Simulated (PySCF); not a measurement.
Compound: C₃LiN.
Cartesian coordinates in Å at the PBE0-D3(BJ)/def2-TZVP level; atoms count from 1:
```
atom  x, y, z in Å
Li1    3.023   -0.280   -0.217
C2     1.130   -0.115   -0.077
C3    -0.086    0.001    0.024
C4    -1.443    0.127    0.134
N5    -2.592    0.233    0.227
```

Level: wB97X-D/pcSseg-2 in PySCF, non-relativistic, on one gas-phase PBE0-D3(BJ)/def2-TZVP geometry that isn't relaxed in the solvent. The solvent is an IEF-PCM continuum (cavity from Bondi-type radii × 1.2). The model holds no explicit solvent molecules, cavitation or dispersion.

Gas phase at wB97X-D/pcSseg-2: HOMO -8.93 eV, LUMO -0.47 eV, dipole 11.17 D.

Task: What does the continuum do to the energy, the frontier levels and the dipole at wB97X-D/pcSseg-2 in chloroform?

Result: 
| solvent | ε | E(solvent) − E(gas) (kcal/mol) | polarisation term (kcal/mol) | distortion of the solute (kcal/mol) | HOMO (eV) | LUMO (eV) | dipole (D) |
| --- | --- | --- | --- | --- | --- | --- | --- |
| chloroform | 4.711 | -14.73 | -16.23 | 1.50 | -9.43 | 0.61 | 12.70 |

The polarisation term is half the interaction of the solute with the surface charges that it induces; the rest is the cost of distorting the solute's density. The sum is the electrostatic part of solvation alone.

Task: Which radius a makes the point-dipole formula ΔE = −[(ε − 1)/(2ε + 1)]·μ²/a³ give the value in chloroform, with the gas-phase dipole?

Result: μ = 4.395 au and |ΔE| = 0.02347 Eh give a = 3.51 Å; the farthest nucleus lies 3.04 Å from the centroid of the nuclei. The formula assumes a rigid point dipole at the centre of a sphere.

Task: Give the dipole vector in the frame of the coordinates (D, pointing from negative to positive charge), gas and chloroform.

Result: Gas (11.09, -0.99, -0.85), solvent (12.62, -1.13, -0.97). Its length changes by +14 % and its direction by less than 1°.

The run took 15 s of wall time on one thread of an Arm Neoverse N1 (shared host), and the process peaked at 0.72 GiB of memory. This is the whole shielding run at wB97X-D/pcSseg-2 in chloroform, SCF included.

Note: wB97X-D ran without an empirical dispersion term, which enters the total energy and its gradient alone.
